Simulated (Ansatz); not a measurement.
Relaxation of C2H6AlFO (11 atoms, charge 0, multiplicity 1), to a largest force component of 0.02 eV/Å in at most 50 steps.

All numbers below come from Ansatz 0.2.0, RKS PBE0-D4/def2-SVP.

```xyz
11
Properties=species:S:1:pos:R:3:forces:R:3
O 0.422 0.092 2.166 0.55 1.27 -0.74
C 0.460 0.329 0.770 0.77 -0.75 2.01
F 1.658 -0.128 0.306 0.62 0.28 -0.26
C -0.589 -0.421 0.076 -2.88 2.50 0.31
Al -0.684 -0.124 -1.917 1.21 -1.04 -1.01
H 1.085 0.715 2.558 -0.77 -0.85 -0.34
H 0.399 1.420 0.544 -0.21 -0.12 -0.17
H -2.139 0.032 -1.436 -1.28 0.89 0.41
H -1.638 -0.084 0.529 1.88 -1.85 -0.12
H 0.253 1.047 -2.444 0.14 0.12 0.26
H -0.789 -1.399 -2.824 -0.04 -0.45 -0.35
```

Q: Where does it end, and by what steps?

A: The forces met the threshold. After 37 steps the energy has fallen by 6.201 eV; H8 moved furthest, 1.37 Å. Parted: C2–F3 (1.36 → 2.61 Å), Al5–H8 (1.54 → 2.77 Å). Joined: F3–Al5 (3.23 → 1.71 Å), C4–H8 (2.21 → 1.09 Å).

```csv
step,energy less start (eV),largest force component (eV/Å),accepted
0,0.0000,2.876,yes
2,-1.0414,1.465,yes
4,-1.6313,1.373,yes
6,-2.8898,2.252,yes
8,-4.3053,2.214,yes
10,-4.7377,0.294,yes
12,-4.8632,0.434,yes
14,-5.0105,0.637,yes
16,-5.1550,1.011,yes
18,-5.3342,0.775,yes
20,-5.7767,2.052,yes
22,-6.0370,1.341,yes
24,-6.1627,0.305,yes
26,-6.1840,0.234,yes
28,-6.1948,0.054,yes
30,-6.1979,0.244,yes
32,-6.2000,0.077,yes
34,-6.2004,0.077,no
36,-6.2009,0.021,yes
37,-6.2009,0.014,yes
```

```xyz
11
Properties=species:S:1:pos:R:3
O 0.349 -0.110 1.695
C -0.266 0.659 0.811
F 1.754 -0.207 -0.595
C -1.366 0.255 0.134
Al 0.317 -0.282 -1.521
H 1.304 0.027 1.605
H 0.169 1.652 0.622
H -1.921 0.975 -0.471
H -1.814 -0.719 0.349
H 0.126 0.976 -2.475
H -0.215 -1.747 -1.825
```

Run time: 44 s on 2 threads of AMD EPYC 9R45 96-Core Processor (Zen 5), on a shared host, peak memory 0.24 GiB.
